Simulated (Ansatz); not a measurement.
Total energies of H$_{5}$InO, SMILES `[OH2+][InH3-]`.

Z-matrix (Å, degrees):
```
In
O 1 2.437
H 1 1.725 2 99.2
H 1 1.736 2 91.9 3 -120.7
H 1 1.736 2 91.4 3 120.9
H 2 0.962 1 110.7 3 116.1
H 2 0.962 1 109.7 3 -126.7
```

Charge 0, multiplicity 1. Correlated methods include outer-core shells of In, which these sets cover unevenly. In: def2 effective core potential. Geometry: relaxed with PBE0-D4/def2-TZVP. Basis def2-TZVPP, Ansatz 0.2.0.

RPA on PBE orbitals: Hartree–Fock energy of these orbitals -266.95691 Eh, correlation -0.88896 Eh (frozen core).

```tsv
functional	energy without D4 (Eh)	D4 term (kJ/mol)
PBE	-268.28010	-8.0
revPBE	-268.39646	-22.5
BLYP	-268.30294	-17.3
r2SCAN	-268.40308	-1.9
PBE0	-268.28536	-6.7
r2SCANh	-268.38481	-2.0
HSE06 (plane-wave form)	-268.27955	-6.3
LC-ωPBE	-268.37068	–
ωB97X-V	-268.32655	–
ωB97M-V	-268.27961	–
```

(1) Give the same for LDA (SPW92), B97M-V, B3LYP, r2SCAN0, BHLYP, CAM-B3LYP, B2PLYP, PBE-QIDH. (Best estimate.)

B3LYP takes the VWN-RPA correlation (the form of Gaussian; ORCA's B3LYP/G). HSE06 is the plane-wave form, built on full-range PBE exchange. The double hybrids freeze the cores in their second-order part.

Results:

(1) Ansatz gave: 
| functional | energy without D4 (Eh) | D4 term (kJ/mol) |
| --- | --- | --- |
| LDA (SPW92) | -267.46185 | – |
| B97M-V | -268.35880 | – |
| B3LYP | -268.44957 | -12.9 |
| r2SCAN0 | -268.35822 | -2.2 |
| BHLYP | -268.25123 | -10.4 |
| CAM-B3LYP | -268.32735 | -6.8 |
| B2PLYP | -268.10158 | – |
| PBE-QIDH | -268.07334 | – |

LC-ωPBE has ω = 0.4 bohr⁻¹.
